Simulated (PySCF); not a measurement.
Te(I)(NH2) (H2INTe), SMILES [Te](I)N. Geometry optimised at r2SCAN-D4/def2-SVP. The def2 effective core potentials stand for the cores of I, Te; spin–orbit coupling is left out. Other conformers were not sampled.

Question: Give the equilibrium geometry at r2SCAN-D4/def2-SVP (PySCF confirms it by a frequency run) as bond lengths and angles, and its point group. (Estimate from the structure and the level; the computed values follow.)

Answer: One answer among several that fit: point group Cs.
Atoms: Te1 I2 N3 H4 H5. Bond lengths (Å): Te1–I2 2.772, Te1–N3 2.014, N3–H4 1.019, N3–H5 1.019. Bond angles (°): I2–Te1–N3 105.2, Te1–N3–H4 114.6, Te1–N3–H5 114.6, H4–N3–H5 110.9.
Charge 0, spin multiplicity 1.
